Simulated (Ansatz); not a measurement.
A search over several starts for the lowest SCF solution of SiF₄⁺ at the given spin, in a small basis.

```yaml
crystal:
  periodic: [false, false, false]
  atoms:
    - {symbol: Si, position_ang: [0.000021, -0.000009, 0.000008]}
    - {symbol: F, position_ang: [0.010576, -0.017921, 1.602601]}
    - {symbol: F, position_ang: [1.507535, 0.010469, -0.544076]}
    - {symbol: F, position_ang: [-0.762824, 1.312228, -0.514633]}
    - {symbol: F, position_ang: [-0.755298, -1.304767, -0.543909]}
basis:
  gaussian: {orbitals: def2-SVP}
total_charge: 1
magnetization: {spin_polarized: true, initial_magnetization: 1}
hamiltonian: {xc: pbe0, dispersion: d4}
output: {orbitals: {seedname: orbitals}}
```

```sh
$ ansatz run in.yaml --threads 4 --pin off --events-out ev --progress --plain --max-ram 3916MiB
```

It prints (some lines left out):

```
Functional definition: PBE0
678 factors; integrals over basis functions are off by at most 4.7e-4 eV
mean field evaluation 1: about -18705.0992 eV, gradient 4.6e1 eV
mean field evaluation 2: about -18699.6487 eV, gradient 6.3e1 eV
mean field evaluation 4: about -18711.5308 eV, gradient 4.7e0 eV
mean field evaluation 8: about -18711.6424 eV, gradient 3.9e-1 eV
mean field evaluation 16: about -18711.6441 eV, gradient 2.0e-2 eV
mean field evaluation 32: about -18711.6443 eV, gradient 1.7e-4 eV
mean field evaluation 64: about -18711.5614 eV, gradient 1.6e0 eV
mean field -18711.64429880 eV, -687.6402447729 hartree, gradient 9.8e-6 eV, S^2 0.756826; 6 other end points of the search recorded, 0 dependent functions left out
reference -18711.64431518 eV, -687.6402453749 hartree; 25, 24 occupied and 49, 50 virtual orbitals, 678 factors
Total energy: -18711.70542008 eV, -687.6424909386 hartree
```

Hardware: 4 threads of Arm Neoverse V1 on a shared host. Wall time 3.4 s.
